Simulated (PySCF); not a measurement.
B(CCH)(Cl)2 (C₂HBCl₂), SMILES C#CB(Cl)Cl. Atoms are numbered in the order given.

```xyz
6

B      0.0000     0.0000     0.0157
C      0.0000     0.0000     1.5307
C      0.0000     0.0000     2.7604
H      0.0000     0.0000     3.8430
Cl     0.0000     1.5186    -0.8726
Cl     0.0000    -1.5186    -0.8726
```
Charge 0, spin multiplicity 1.

Coordinates come from a PBE-D3(BJ)/def2-SVP optimisation.

Calculation: B3LYP/def2-TZVP run with PySCF.

The molecule is in vacuum.

### Question
Estimate the frontier levels, gap, dipole moment and polarisability. (An estimate is asked for; the answer gives what the named calculation found.)

### Answer

```
Quantity                                                                                                        Value
---------------------------------------------------------------------------------------------  ----------------------
highest occupied level                                                                                       -8.29 eV
lowest empty level                                                                                           -2.58 eV
orbital gap                                                                                                   5.70 eV
dipole moment                                                                                                  1.71 D
quadrupole, principal values (traceless, Buckingham form, about the centre of nuclear charge)  -5.50, -3.33, 8.83 D·Å
mean static polarisability                                                                       60.6 bohr³ (8.98 Å³)
polarisability, principal values                                                               37.5, 60.8, 83.5 bohr³
```
